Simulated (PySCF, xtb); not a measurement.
C₂H₅Cl₂GeN, SMILES C/C=[N]/[GeH]([Cl])[Cl]. One conformer was computed; it need not be the lowest.

Harmonic wavenumbers (cm⁻¹) from GFN2-xTB in xtb at its own minimum, in rising order: 50, 78, 83, 129, 161, 221, 247, 331, 370, 376, 567, 600, 604, 805, 983, 1022, 1118, 1331, 1376, 1446, 1449, 1673, 1720, 2833, 3009, 3020, 3067.

Question: What does TPSSh-D3(BJ)/def2-SVP (PySCF) give at its own minimum? (Estimate from the structure and the level; the computed values follow.)

Answer: 45, 100, 113, 140, 179, 251, 266, 369, 427, 442, 662, 715, 717, 847, 951, 1096, 1136, 1374, 1405, 1451, 1466, 1721, 2137, 2934, 3028, 3101, 3164. Paired by order, the mean absolute difference is 61 cm⁻¹ and the zero-point energies are 41.0 and 43.2 kcal/mol.
